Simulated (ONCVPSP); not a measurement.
Os, ONCV: configuration errors across variants

osmium, optimised norm-conserving Vanderbilt (ONCV), made with ONCVPSP 4.0.1 (PBEsol, scalar-relativistic). Core [Kr] 4d10 4f14 5s2, reference 5p6 5d6 6s2. Waves: 6s: rc 2.60 bohr, ncon 4, nbas 8, qcut 2.5 1/bohr, 2 projectors, debl 3.2 Ha; 5p: rc 1.75 bohr, ncon 4, nbas 9, qcut 8.7 1/bohr, 3 projectors, debl 2.5 Ha; 5d: rc 1.60 bohr, ncon 4, nbas 8, qcut 5.5 1/bohr, 1 projector. Local part: polynomial inside 1.55 bohr (lpopt 4, dvloc0 2 Ha). Core correction: Teter function, fcfact 3.5, rcfact 1.55.

All-electron excitation energies from the reference (eV): (1) 5p6 5d6 6s1 9.624; (2) 5p6 5d6 6s0 26.565; (3) 5p6 5d5 6s0 55.444; (4) 5p6 5d5 6s2 6p1 6.151.

Errors AE − PS in meV (a dash: test not solved or not reliable):

| change | (1) | (2) | (3) | (4) | bound ghosts | GHOST(+) flags above zero |
| --- | --- | --- | --- | --- | --- | --- |
| base | -9.5 | -41 | -20 | -4.5 | none | s |
| core correction Teter function, fcfact 3.5, rcfact 1.04 | -9.1 | -39 | -17 | +1.4 | none | s |
| core correction Teter function, fcfact 3.5, rcfact 1.4 | -9.5 | -41 | -16 | -0.7 | none | s |
| core correction Teter function, fcfact 3.5, rcfact 1.62 | -9.4 | -42 | -27 | -7.1 | none | s |
| core correction Teter function, fcfact 3.5, rcfact 1.82 | -10 | -57 | -94 | -16 | none | s |
| core correction Teter function, fcfact 3.5, rcfact 2.02 | -17 | -121 | -283 | -25 | none | s |

(1) Give the same row for: core correction Teter function, fcfact 3.5, rcfact 1.24.

## Answers

(1) -9.3, -40, -17, +1.2; bound ghosts: none; GHOST(+) flags above zero: s.
